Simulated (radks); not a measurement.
Values are calculated unless marked as measured or tabulated.
Problem. Ionisation of Tl+, [Hg], to Tl2+, [Xe] 4f14 5d10 6s1, under several functionals. Scalar-relativistic Kohn-Sham, spin-unpolarised, spherical densities, finite nucleus; a radial shooting solver on a logarithmic mesh with Libxc functionals. Known Delta-SCF values: revPBE 20.640 eV. What does PW91 give, and what is its highest occupied eigenvalue?

Solution. 20.866 eV by Delta-SCF; the 6s eigenvalue is -16.391 eV. NIST: 20.428 eV (measured).

Beside tabulated values, note that spin-unpolarised runs miss the spin-polarisation part of the exchange energy of open shells, and scalar-relativistic runs lack spin-orbit coupling.
